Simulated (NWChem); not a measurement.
System: HfNH₂F₃; SMILES [NH2][Hf]([F])([F])[F]

```xyz
7

Hf    -0.0037     0.0537     0.0683
F      1.5900     0.4424     1.0540
F     -1.6420     0.3732     1.0039
F      0.0088     1.0970    -1.5397
N      0.0429    -1.9061    -0.4073
H      0.8805    -2.4573    -0.5842
H     -0.7685    -2.5034    -0.5538
```
Atoms are numbered in this order, from 1.

Level: PBE0/def2-SVP with def2 effective core potentials on Hf (NWChem), optimised geometry, unscaled harmonic frequencies. def2 effective core potentials on Hf; no spin-orbit coupling.

```tsv
frequency (cm⁻¹)	IR intensity (km/mol)
30	7.9
150	3.2
151	14.7
153	15.1
170	6.1
204	2.4
484	228.2
500	20.9
650	152.4
660	130.6
669	159.5
671	0.4
1508	37.9
3572	70.7
3661	38.5
```

```json
{
  "zero_point_energy": "18.9 kcal/mol",
  "thermal correction to the enthalpy at 298.15 K (with zero-point energy)": "24.4 kcal/mol",
  "heat capacity Cv": "23.6 cal/(mol K)",
  "entropy at 298.15 K and 1 atm (symmetry number 1)": "90.8 cal/(mol K)"
}
```

Rigid rotor and harmonic oscillator; modes under 100 cm⁻¹ make the entropy uncertain.
